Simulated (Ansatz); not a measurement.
Born–Oppenheimer molecular dynamics of GeH4Se (6 atoms, charge 0, multiplicity 1). It starts at the highest image of a converged band, a first-order saddle point between two minima.

Computed with Ansatz, RKS PBE-D4/def2-SVP.

```
ensemble                      : NVE (velocity Verlet)
time step                     : 0.5 fs
steps asked                   : 200
starting velocities drawn for : 300 K
seed                          : 8875
```

Frames 1 fs apart, positions in Å.

Velocities at 10.0 fs (Å/ps):

```
Ge -1.33 -0.91 -0.36
H 18.92 9.11 4.65
Se 0.93 0.66 0.26
H -16.68 -1.00 -8.68
H 16.11 9.78 1.81
H 4.75 -4.00 8.00
```

```xyz
6
Properties=species:S:1:pos:R:3 time_fs=10.0 energy_less_start_eV=0.073 T=160
Ge 1.110 0.309 0.046
H 0.065 0.186 -1.234
Se -1.337 -0.812 -0.420
H 0.379 0.970 1.281
H 1.847 -0.968 0.617
H -2.003 0.476 -0.311
6
Properties=species:S:1:pos:R:3 time_fs=11.0 energy_less_start_eV=0.077 T=151
Ge 1.108 0.308 0.046
H 0.085 0.195 -1.229
Se -1.337 -0.812 -0.420
H 0.364 0.970 1.272
H 1.862 -0.958 0.618
H -2.000 0.475 -0.302
6
Properties=species:S:1:pos:R:3 time_fs=12.0 energy_less_start_eV=0.075 T=156
Ge 1.107 0.307 0.046
H 0.107 0.203 -1.226
Se -1.335 -0.811 -0.420
H 0.353 0.970 1.262
H 1.875 -0.948 0.617
H -1.999 0.481 -0.292
6
Properties=species:S:1:pos:R:3 time_fs=13.0 energy_less_start_eV=0.068 T=169
Ge 1.105 0.306 0.045
H 0.132 0.212 -1.224
Se -1.335 -0.811 -0.420
H 0.345 0.971 1.252
H 1.885 -0.937 0.615
H -1.999 0.492 -0.281
6
Properties=species:S:1:pos:R:3 time_fs=14.0 energy_less_start_eV=0.060 T=185
Ge 1.104 0.305 0.045
H 0.157 0.222 -1.225
Se -1.333 -0.810 -0.419
H 0.342 0.974 1.240
H 1.894 -0.926 0.612
H -2.001 0.506 -0.269
6
Properties=species:S:1:pos:R:3 time_fs=15.0 energy_less_start_eV=0.052 T=200
Ge 1.102 0.304 0.045
H 0.185 0.232 -1.230
Se -1.333 -0.810 -0.419
H 0.343 0.978 1.229
H 1.901 -0.916 0.607
H -2.001 0.521 -0.256
6
Properties=species:S:1:pos:R:3 time_fs=16.0 energy_less_start_eV=0.041 T=221
Ge 1.101 0.303 0.045
H 0.214 0.243 -1.240
Se -1.331 -0.810 -0.419
H 0.346 0.985 1.218
H 1.906 -0.906 0.601
H -2.000 0.534 -0.243
6
Properties=species:S:1:pos:R:3 time_fs=17.0 energy_less_start_eV=0.023 T=257
Ge 1.099 0.303 0.045
H 0.245 0.256 -1.256
Se -1.331 -0.810 -0.419
H 0.353 0.994 1.209
H 1.911 -0.898 0.594
H -1.996 0.544 -0.230
6
Properties=species:S:1:pos:R:3 time_fs=18.0 energy_less_start_eV=-0.007 T=315
Ge 1.097 0.302 0.045
H 0.278 0.271 -1.276
Se -1.330 -0.809 -0.419
H 0.363 1.007 1.200
H 1.915 -0.891 0.586
H -1.988 0.548 -0.217
6
Properties=species:S:1:pos:R:3 time_fs=19.0 energy_less_start_eV=-0.051 T=399
Ge 1.095 0.301 0.045
H 0.315 0.289 -1.302
Se -1.329 -0.809 -0.418
H 0.375 1.023 1.194
H 1.919 -0.886 0.578
H -1.977 0.546 -0.204
6
Properties=species:S:1:pos:R:3 time_fs=20.0 energy_less_start_eV=-0.106 T=506
Ge 1.093 0.300 0.046
H 0.355 0.310 -1.330
Se -1.328 -0.809 -0.418
H 0.390 1.043 1.189
H 1.924 -0.883 0.569
H -1.963 0.540 -0.193
6
Properties=species:S:1:pos:R:3 time_fs=21.0 energy_less_start_eV=-0.171 T=631
Ge 1.091 0.299 0.046
H 0.402 0.334 -1.361
Se -1.327 -0.809 -0.418
H 0.407 1.067 1.186
H 1.930 -0.883 0.559
H -1.946 0.531 -0.181
```

Of the whole run (100 fs, mean temperature of the second half 1937 K): The conserved energy stayed within 0.24 meV per atom of its start (net change -0.097 meV per atom), so the integration is sound. The kinetic energy rose, since the run started high on the potential surface and went downhill. A run of 0.1 ps of so small a system gives no equilibrium averages. The orbitals stay closed-shell, which can raise the energy where a bond breaks towards radicals; this wasn't checked here.

Run time: 2.2 min on 2 threads of Intel(R) Xeon(R) Platinum 8488C (Sapphire Rapids), with other jobs on the host, peak memory 0.13 GiB.
